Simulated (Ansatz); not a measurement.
Consider the isomerisation: `CN[SiH2]OC` → `C[Si](C)(N)O`.

Gas-phase electronic energies from Ansatz, PBE0-D4/def2-TZVP geometries. CCSD(T)/CBS is the MP2 limit (def2-TZVPP, def2-QZVPP) plus CCSD(T) − MP2 in def2-TZVPP, frozen cores. Each species was taken in one conformer, which may not be the lowest.

| species | SCS-MP2/def2-TZVPP energy (Eh) |
| --- | --- |
| `CN[SiH2]OC` | -500.30848 |
| `C[Si](C)(N)O` | -500.37858 |

Task: Work out ΔE.

Result: ΔE = (-500.37858) − (-500.30848) = -0.07010 Eh = -44.0 kcal/mol. CCSD(T)/CBS gives -46.4 kcal/mol.

Largest T1 diagnostic among the species: 0.011.

In def2-TZVPP, CCSD(T) changes the Hartree–Fock value by −4.8 kcal/mol (the triples alone add −0.3 kcal/mol) and MP2 by −7.2 kcal/mol. From PBE to PBE0 (25 % exact exchange), in def2-TZVPP and without D4, ΔE moves by −1.0 kcal/mol.
